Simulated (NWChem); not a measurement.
System meant: CH$_{4}$AlClOS; SMILES [O](C)[Al]([Cl])[SH]

NWChem input:

```
start job
memory heap 200 mb stack 900 mb global 1100 mb
geometry units angstroms noautosym nocenter noautoz
  Al     0.261930     0.052828     0.025249
  Cl    -1.589956    -0.830792     0.535506
  O      0.420004     1.735224    -0.139114
  C     -0.392208     2.875728    -0.030577
  H     -0.407363     3.432781    -0.993750
  H     -1.445789     2.634817     0.239952
  H      0.009396     3.563951     0.746158
  S      2.044373    -1.156004    -0.310985
  H      1.360650    -2.309069    -0.060239
end
basis spherical
  Al library 6-31g*
  Cl library 6-31g*
  O library 6-31g*
  C library 6-31g*
  H library 6-31g*
  S library 6-31g*
end
dft
  xc xtpss03 ctpss03
  iterations 150
end
property
  shielding 8 1 2 3 4 5 6 8 9
end
task dft property
```

End of the output:

```
 Vector   35  Occ=0.000000D+00  E=-6.667019D-03
              MO Center=  1.6D+00, -1.3D+00, -2.0D-01, r^2= 3.5D+00
   Bfn.  Coefficient  Atom+Function         Bfn.  Coefficient  Atom+Function
  ----- ------------  ---------------      ----- ------------  ---------------
    90      1.260231  9 H  s                 80     -0.852889  8 S  s
    82      0.667629  8 S  py                78      0.388083  8 S  py
    81      0.385932  8 S  px                10      0.328579  1 Al s
    11      0.307673  1 Al px                 6     -0.274926  1 Al s
    89      0.253637  9 H  s                  8      0.230570  1 Al py

 center of mass
 --------------
 x =   0.27540811 y =   0.07587439 z =   0.10208682

 moments of inertia (a.u.)
 ------------------
         949.504354848159         142.810065697412         184.700561028834
         142.810065697412         873.902331767601          32.844879499053
         184.700561028834          32.844879499053        1718.357173047925

     Multipole analysis of the density
     ---------------------------------

     L   x y z        total         alpha         beta         nuclear
     -   - - -        -----         -----         ----         -------
     0   0 0 0     -0.000000    -32.000000    -32.000000     64.000000

     1   1 0 0     -0.262762     -9.211027     -9.211027     18.159292
     1   0 1 0      0.336802     -5.997658     -5.997658     12.332117
     1   0 0 1      0.037516     -2.902594     -2.902594      5.842704

     2   2 0 0    -42.500992   -230.480027   -230.480027    418.459061
     2   1 1 0     -1.979877     42.631151     42.631151    -87.242178
     2   1 0 1      1.479119     45.329992     45.329992    -89.180865
     2   0 2 0    -33.368070   -273.118852   -273.118852    512.869634
     2   0 1 1      0.276715      7.697104      7.697104    -15.117492
     2   0 0 2    -37.128590    -33.199652    -33.199652     29.270713

          -----------------------------------------
          Chemical Shielding Tensors (GIAO, in ppm)
          -----------------------------------------

 ------------------------------------------------------------------------
  xtpss03: d2 not coded                    0
 ------------------------------------------------------------------------
 ------------------------------------------------------------------------
  current input line :
    29: task dft property
 ------------------------------------------------------------------------
 ------------------------------------------------------------------------
 This error has not yet been assigned to a category
 ------------------------------------------------------------------------
 For more information see the NWChem manual at https://nwchemgit.github.io

0: xtpss03: d2 not coded:Received an Error in Communication
```

### Question
What is wrong, and how is it mended?

### Answer
The program stopped with an error. Cause: this functional's second derivatives, which shieldings need, aren't coded here; the fix takes a hybrid GGA instead. This input runs:
```
start job
memory heap 200 mb stack 900 mb global 1100 mb
geometry units angstroms noautosym nocenter noautoz
  Al     0.261930     0.052828     0.025249
  Cl    -1.589956    -0.830792     0.535506
  O      0.420004     1.735224    -0.139114
  C     -0.392208     2.875728    -0.030577
  H     -0.407363     3.432781    -0.993750
  H     -1.445789     2.634817     0.239952
  H      0.009396     3.563951     0.746158
  S      2.044373    -1.156004    -0.310985
  H      1.360650    -2.309069    -0.060239
end
basis spherical
  * library 6-31g*
end
dft
  xc pbe0
  iterations 150
end
property
  shielding 8 1 2 3 4 5 6 8 9
end
task dft property
```
It converges to -1216.11911 Ha (PBE0/6-31G* (spherical d), GIAO).
